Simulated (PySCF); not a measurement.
Palladium: a sound run and one with changed settings

Sound run: Pd+ [Kr] 4d9, Pd(2+) [Kr] 4d8. Computed with PySCF 2.14 in x2c-SVPall (6s5p5d1f, 53 functions), with the spin-free X2C one-electron Hamiltonian (Gaussian nucleus). In the sound run the correlated levels freeze [Kr]. The sound run starts from symmetry-adapted Hartree-Fock orbitals and uses a fine grid where one is needed.

Changed run: no relativity, point nucleus. This setting is unsound on purpose.

```
species  method  sound run (hartree)  changed run (hartree)  converged
    Pd+     UHF          -5042.03486            -4857.70190        yes
    Pd+    PBE0          -5044.15668            -4859.83683        yes
    Pd+     PBE          -5044.07680            -4859.76208        yes
    Pd+     MP2          -5042.24767            -4857.91205        yes
 Pd(2+)     UHF          -5041.39302            -4857.04209        yes
 Pd(2+)    PBE0          -5043.43844            -4859.10196        yes
 Pd(2+)     PBE          -5043.34731            -4859.01685        yes
 Pd(2+)     MP2          -5041.55206            -4857.19956        yes
```

Ionisation energy of Pd+:

| method | sound run (eV) | changed run (eV) |
| --- | --- | --- |
| UHF | 17.465 | 17.954 |
| PBE0 | 19.544 | 19.997 |
| PBE | 19.850 | 20.279 |
| MP2 | 18.929 | 19.388 |
| SCS-MP2 | 18.821 | 19.281 |

Most of the change in total energy is the relativistic energy itself. On top of that the contraction fixes the core shape for the Hamiltonian it was made with, so the changed run is not a good calculation with the other Hamiltonian either.

For comparison, NIST gives 19.43 ± 0.12 eV between the lowest levels.
